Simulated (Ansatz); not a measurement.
Ansatz (a quantum-chemistry and plane-wave program) input:

Ansatz 0.2 input:
```yaml
crystal:
  periodic: [false, false, false]
  atoms:
    - {symbol: Nb, position_ang: [0.33012928, 0.36377529, -0.22728905]}
    - {symbol: O, position_ang: [-0.88446054, 1.26817127, -0.98382573]}
    - {symbol: Cl, position_ang: [-0.37997744, -1.47412690, 1.01114454]}
basis:
  gaussian:
    orbitals: def2-TZVP
hamiltonian:
  xc: {name: PBE0}
magnetization: {spin_polarized: true, initial_magnetization: 2}
```

Problem. Which total energy does the run end on?

Solution. -592.26939 Eh (PBE0/def2-TZVP). The basis has 108 functions.

The spin state was set by rule; other spins were not relaxed.
